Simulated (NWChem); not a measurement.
# ZnHI; SMILES [I][ZnH]

```xyz
3

Zn     0.0000     0.0000    -1.4951
H      0.0000     0.0000    -3.0313
I      0.0000     0.0000     0.9431
```
Atoms are numbered in this order, from 1.

Level: PBE0/def2-SVP with def2 effective core potentials on I (NWChem), optimised geometry, unscaled harmonic frequencies. def2 effective core potentials on I; no spin-orbit coupling.

**Question.** List the harmonic frequencies with IR intensities, and the thermochemistry.

**Answer.** 
```tsv
frequency (cm⁻¹)	IR intensity (km/mol)
259	18.1
403	78.5
403	78.5
1924	125.1
```

- zero-point energy: 4.3 kcal/mol
- thermal correction to the enthalpy at 298.15 K (with zero-point energy): 7.0 kcal/mol
- heat capacity Cv: 9.7 cal/(mol K)
- entropy at 298.15 K and 1 atm (symmetry number 1): 63.3 cal/(mol K)

Rigid rotor and harmonic oscillator.
